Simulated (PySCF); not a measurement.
# Cr (chromium, neutral) across methods

[Ar] 3d4 4s1 5s1, high-spin 7D determinant (an excited configuration). All numbers are calculated (PySCF 2.14, scalar relativity by spin-free X2C-1e, in aug-cc-pwCVTZ-DK with one added diffuse shell each of s, p, d, f, g type (11s10p8d5f4g, 152 functions)).

```csv
method,E (hartree),mean ε 3d α (eV),mean ε 4s α (eV),mean ε 5s α (eV),Σ⟨r²⟩ (bohr²),⟨S²⟩
UHF,-1049.49235,-19.651,-11.107,-2.330,119.2,12.001
PBE0,-1050.360,-13.626,-9.272,-1.855,108.2,12.000
LDA,-1048.242,-11.588,-8.785,-1.599,104.0,12.000
PBE,-1050.333,-11.467,-8.558,-1.609,106.0,12.000
```

Question: Estimate the same row for r2SCAN.

Answer: E (hartree) = -1050.532; mean ε 3d α (eV) = -11.974; mean ε 4s α (eV) = -8.833; mean ε 5s α (eV) = -1.554; Σ⟨r²⟩ (bohr²) = 107.7; ⟨S²⟩ = 12.001.

The outer electron is Rydberg-like, and this basis confines it to a smaller radius and binds it less than a complete one would.
